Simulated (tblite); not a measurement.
Species: C₄H₉BClN₃.
Atom-mapped SMILES: `[CH2:1]=[CH:2][CH2:3][NH2+:4][B@-:5]([NH2:6])([Cl:7])[C:8]#[N:9]` (hydrogens: H10, H11 on C1; H12 on C2; H13, H14 on C3; H15, H16 on N4; H17, H18 on N6)
Bond orders are those of one Lewis drawing.

Computed with GFN2-xTB (tblite), gas phase: L-BFGS steps from a force-field or distance-geometry start until the largest atomic force falls under 0.01 eV/Å.

Step 101: E = -753.1179 eV
```
atom  x, y, z in Å  |  force x, y, z in eV/Å
C1      2.3280    1.8627    0.2139    0.000  -0.020  -0.016
C2      1.8298    0.8078    0.8325    0.035   0.028  -0.021
C3      0.8959   -0.1639    0.1772    0.022   0.026  -0.003
N4     -0.4859    0.0318    0.6498   -0.009  -0.004   0.001
B5     -1.6417   -0.7644   -0.2610    0.061  -0.042  -0.008
N6     -1.4995   -0.3017   -1.6361   -0.004   0.066   0.062
Cl7    -3.2002   -0.1967    0.6692    0.002  -0.015  -0.005
C8     -1.3841   -2.2757   -0.0243   -0.001  -0.063  -0.002
N9     -1.1746   -3.3873    0.1709   -0.037   0.067  -0.022
H10     2.9800    2.5621    0.7072    0.011  -0.007   0.013
H11     2.1127    2.0629   -0.8236   -0.003  -0.009   0.019
H12     2.0635    0.6205    1.8720   -0.026  -0.011   0.008
H13     0.8783   -0.0193   -0.9051    0.009   0.007  -0.012
H14     1.1864   -1.1964    0.3860   -0.018   0.014   0.003
H15    -0.7279    1.0207    0.6039   -0.027   0.008  -0.014
H16    -0.6011   -0.2668    1.6168    0.010   0.022   0.022
H17    -1.6327   -0.9632   -2.3800   -0.015  -0.062  -0.032
H18    -1.9357    0.5731   -1.8810   -0.010  -0.006   0.004
```

Step 102: E = -753.1186 eV
```
atom  x, y, z in Å  |  force x, y, z in eV/Å
C1      2.3352    1.8613    0.2105    0.017  -0.014   0.022
C2      1.8263    0.8142    0.8329    0.022   0.019   0.028
C3      0.8976   -0.1623    0.1775    0.019   0.028   0.002
N4     -0.4850    0.0286    0.6505   -0.005   0.005  -0.005
B5     -1.6444   -0.7664   -0.2598    0.074  -0.028   0.004
N6     -1.5041   -0.2995   -1.6331    0.002   0.025   0.040
Cl7    -3.2018   -0.2017    0.6724    0.010  -0.014  -0.001
C8     -1.3855   -2.2777   -0.0283   -0.019  -0.001  -0.020
N9     -1.1783   -3.3906    0.1578   -0.018  -0.011  -0.003
H10     2.9856    2.5618    0.7049   -0.001  -0.008   0.007
H11     2.1311    2.0521   -0.8296    0.000  -0.001  -0.027
H12     2.0428    0.6386    1.8793   -0.017  -0.014  -0.024
H13     0.8813   -0.0178   -0.9050    0.003  -0.005  -0.001
H14     1.1936   -1.1925    0.3900   -0.022   0.012  -0.011
H15    -0.7264    1.0176    0.6046   -0.041   0.007  -0.006
H16    -0.5978   -0.2705    1.6176    0.005   0.025   0.023
H17    -1.6334   -0.9615   -2.3781   -0.012  -0.040  -0.019
H18    -1.9456    0.5725   -1.8758   -0.020   0.014  -0.007
```

Q: Estimate the geometry and energy of step 103. (The exact step hangs on the optimiser's Hessian estimate; all steps are aligned on step 102, rigid shifts and turns removed.)

A: E = -753.1191 eV, largest force 0.068 eV/Å
```
atom  x, y, z in Å  |  force x, y, z in eV/Å
C1      2.3432    1.8603    0.2064    0.005  -0.037   0.003
C2      1.8240    0.8210    0.8341    0.013   0.035   0.008
C3      0.8984   -0.1597    0.1805    0.010   0.024   0.003
N4     -0.4852    0.0267    0.6540   -0.002   0.020   0.004
B5     -1.6464   -0.7676   -0.2573    0.067  -0.006   0.011
N6     -1.5081   -0.2967   -1.6291    0.010  -0.012  -0.001
Cl7    -3.2055   -0.2064    0.6722    0.021  -0.013   0.010
C8     -1.3872   -2.2790   -0.0341   -0.003  -0.065  -0.011
N9     -1.1814   -3.3947    0.1384   -0.026   0.033  -0.004
H10     2.9939    2.5614    0.6996   -0.007  -0.004   0.008
H11     2.1491    2.0424   -0.8383    0.008  -0.010   0.009
H12     2.0268    0.6543    1.8844    0.000  -0.009  -0.013
H13     0.8834   -0.0170   -0.9025   -0.008  -0.009   0.005
H14     1.1988   -1.1884    0.3956   -0.025   0.020  -0.018
H15    -0.7278    1.0158    0.6097   -0.042  -0.007  -0.007
H16    -0.5966   -0.2736    1.6214    0.007   0.028   0.005
H17    -1.6287   -0.9620   -2.3737   -0.007  -0.010  -0.003
H18    -1.9596    0.5695   -1.8730   -0.023   0.024  -0.009
```

The energy changes by -0.0005 eV. The first-order estimate −F·Δx gives -0.0008 eV and the mean of the old and new forces, exact on a quadratic surface, -0.0005 eV. The step makes an angle of 83° with the force vector and moves no atom by more than 0.023 Å.

What follows is the cost of the whole relaxation. Time: 3.5 s of wall time. Hardware: one thread of an Intel Xeon at 2.50 GHz, shared host with 64 logical CPUs at a one-minute load of 58.
